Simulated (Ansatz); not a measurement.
A structure relaxed at PBE-D4/def2-SVP in Ansatz, charge -1, singlet:

Cartesian coordinates in Å:
```
In -1.700 -3.909 -2.457
P 0.395 -4.038 -0.901
In 2.995 -3.927 -1.480
P -2.586 -2.796 1.774
In -0.053 -2.409 0.988
P 1.385 -2.424 3.075
P 3.526 -1.683 -0.199
In 3.940 -2.373 2.313
In 0.116 -0.965 4.833
P -1.036 -1.683 -3.654
In 1.217 -0.994 -4.904
P -4.053 -0.394 -1.037
In -4.388 -0.959 1.469
In -1.626 0.168 -2.027
P -0.179 -0.040 0.059
P 1.920 0.954 -3.272
In 2.229 0.484 -0.749
P -3.164 1.052 2.550
In -0.672 1.726 1.826
P 0.816 1.350 3.843
P 2.898 2.541 0.666
In 3.231 2.324 3.273
P -1.679 2.586 -2.786
In 0.594 3.084 -4.087
In -2.863 3.916 -0.873
P -0.802 4.008 0.730
In 1.688 4.854 0.290
H -1.753 -5.250 -3.577
H -3.071 -3.512 -1.405
H 0.238 -5.272 -0.184
H 3.662 -5.200 -0.482
H 3.166 -3.766 -3.200
H -3.145 -3.979 1.195
H -2.658 -3.170 3.153
H 1.162 -3.777 3.499
H 4.846 -1.355 -0.662
H 4.360 -4.071 2.269
H 4.752 -1.133 3.214
H -1.611 -1.154 4.481
H 0.764 -1.195 6.440
H -2.069 -1.473 -4.629
H 2.310 -2.341 -4.836
H 0.625 -0.206 -6.349
H -4.688 -1.455 -1.756
H -4.988 0.652 -1.316
H -6.004 -1.311 2.012
H 3.268 1.240 -3.680
H -3.261 0.842 3.962
H -4.065 2.156 2.429
H 0.241 2.315 4.738
H 4.230 2.796 0.192
H 4.415 1.126 3.693
H 3.140 3.958 3.891
H -2.669 2.482 -3.820
H 0.161 2.754 -5.749
H 1.266 4.561 -3.469
H -4.019 2.794 -0.135
H -3.334 5.514 -1.404
H -1.252 4.779 1.855
H 1.794 5.397 -1.355
H 2.031 5.800 1.721
```

Give its formula and point group.

In₁₄P₁₃H₃₄⁻, a nanocrystal cut from wurtzite InP (hydrogen-capped). Point group C3v (tolerance 0.1 Å).

Summarise the bond lengths by kind (pairs closer than 1.2 times the sum of covalent radii, bridged metal pairs left out).

37 × In–P 2.53 to 2.68 Å; 19 × H–In 1.74 to 1.77 Å; 15 × H–P 1.43 to 1.44 Å.

In the def2 sets In takes a core potential; there is no spin–orbit coupling. Single mean-field runs in def2-SVP are fitted with def2-universal-jkfit.
